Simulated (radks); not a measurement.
Q: The mean radii <r> (bohr) of the occupied orbitals of an atom or ion are listed with their occupations. All-electron calculation, scalar-relativistic Kohn-Sham, r2SCAN, spin-polarised, spherical densities, finite nucleus; meta-GGA in the generalised Kohn-Sham scheme; Fermi nuclear charge, rms radius of each element as measured or else 0.836 A^(1/3) + 0.57 fm. Program: a radial shooting solver on a logarithmic mesh with Libxc functionals.

| orbital | occ. | <r> |
|---|---|---|
| 1s | 2 | 0.04550 |
| 2s | 2 | 0.2025 |
| 2p | 6 | 0.1772 |
| 3s | 2 | 0.5964 |
| 3p | 6 | 0.6144 |
| 3d | 10 | 0.6588 |

Name the element and its charge. Open shells, if any, are filled with parallel spins first.

A: Z = 33, arsenic, charge +5: As5+ in [Ar] 3d10. The 1s radius gives Z: for a bare nucleus <r> = (2 gamma + 1)/(2Z) with gamma = sqrt(1 - (Z/c)^2), 0.04456 bohr for Z = 33, and screening makes it slightly larger (0.04550 here). The occupations add up to 28, and the charge is Z minus that.
